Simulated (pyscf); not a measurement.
This saddle point was located with ωB97X-D3(BJ)/def2-SVP in PySCF.

```xyz
7

C      0.3936     1.2554     0.3832
C     -0.1166     0.1551    -0.0816
H      0.9218     1.6968     1.2414
H     -0.1808     1.2060    -0.7920
C     -0.4778    -1.1940    -0.1004
C     -0.8320    -2.3523    -0.2082
H     -1.1404    -3.3798    -0.2920
```
Charge 0, spin multiplicity 2.

Surface: doublet, charge 0. Lowest wavenumbers (cm⁻¹): 2215i, 150, 213, 326, 512.

**Question.** Which two sides does it connect, and which bonds change?

**Answer.** `[CH]#[C][C]=[CH2]` [doublet] ⇌ `[CH]=[CH][C]#[CH]` [doublet], a hydrogen shift read from left to right: C–H broken and C–H formed. At CCSD(T)/def2-TZVPP + ΔMP2(QZVPP) it lies +55.4 kcal/mol from the left side and +45.9 kcal/mol from the right (each side as separated species at their lowest minima found). •HC=CH–C≡CH lies 12.5 kcal/mol over its isomer •HC=C=C=CH₂, and others may lie lower still (electronic energy, ωB97M-D3(BJ)). This is the saddle that the search found; another between the same sides may lie lower. The CCSD(T) − MP2 part came from Ansatz, without density fitting, on the same reference. An open-shell T1 diagnostic exceeds 0.045. A UHF reference is spin-contaminated (<S²> up to 1.43), which harms MP2 most.
